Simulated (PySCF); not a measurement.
Species: C4H11AlSi.
Structure used (GFN2-xTB), in Å, numbered top down from 1:
```xyz
17
C4H11AlSi angstrom
C      1.947    1.260    0.361
C      1.993    0.070   -0.219
C      1.487   -1.199    0.378
Al    -0.298   -1.654   -0.438
C     -1.966   -0.572   -0.433
Si    -1.908    1.240    0.159
H      1.543    1.392    1.351
H      2.313    2.146   -0.129
H      2.411   -0.019   -1.217
H      1.441   -1.094    1.470
H      2.188   -2.018    0.156
H     -0.337   -3.009   -1.197
H     -2.724   -1.096    0.167
H     -2.365   -0.581   -1.458
H     -1.019    2.023   -0.705
H     -3.258    1.819    0.092
H     -1.455    1.305    1.553
```

A PySCF run (density fitting, gas phase, GFN2-xTB geometry) gave HOMO -5.63 eV, LUMO -2.19 eV, dipole 0.69 D.

Question: Which of these levels was it?
A. HF/aug-cc-pVDZ
B. PW91/pcSseg-1
C. PBE0/pcSseg-1
D. HSE06/ANO-RCC-VDZP
E. wB97X-D/pcSseg-1

Answer: B. It is PW91/pcSseg-1. All candidates on this geometry:

| level and settings | kind | basis functions | SCF cycles | E (Eh) | HOMO (eV) | LUMO (eV) | dipole (D) |
| --- | --- | --- | --- | --- | --- | --- | --- |
| PW91/pcSseg-1, energy threshold 1e-08 Eh | GGA | 171 | 10 | -690.7862 | -5.63 | -2.19 | 0.69 |
| HSE06/ANO-RCC-VDZP, energy threshold 1e-08 Eh | screened hybrid, exact exchange at short range | 147 | 9 | -690.3832 | -6.16 | -1.59 | 0.62 |
| PBE0/pcSseg-1 | global hybrid | 171 | 12 | -690.4566 | -6.65 | -1.34 | 0.69 |
| wB97X-D/pcSseg-1 | range-separated hybrid | 171 | 13 | -690.8369 | -8.46 | 0.36 | 0.67 |
| HF/aug-cc-pVDZ | Hartree–Fock | 245 | 11 | -688.7109 | -8.94 | 0.66 | 0.67 |

The nearest other candidate, by the summed differences of HOMO and LUMO, is HSE06/ANO-RCC-VDZP: its HOMO differs by -0.53 eV and its LUMO by +0.60 eV. wB97X-D ran without the empirical dispersion term, which would shift the total energy alone. Cycle counts include a coarse-grid stage where the run had one. ANO-RCC sets were contracted for a scalar-relativistic Hamiltonian, but ran non-relativistically here. At HF/aug-cc-pVDZ the closed-shell solution lies near or past a triplet instability.
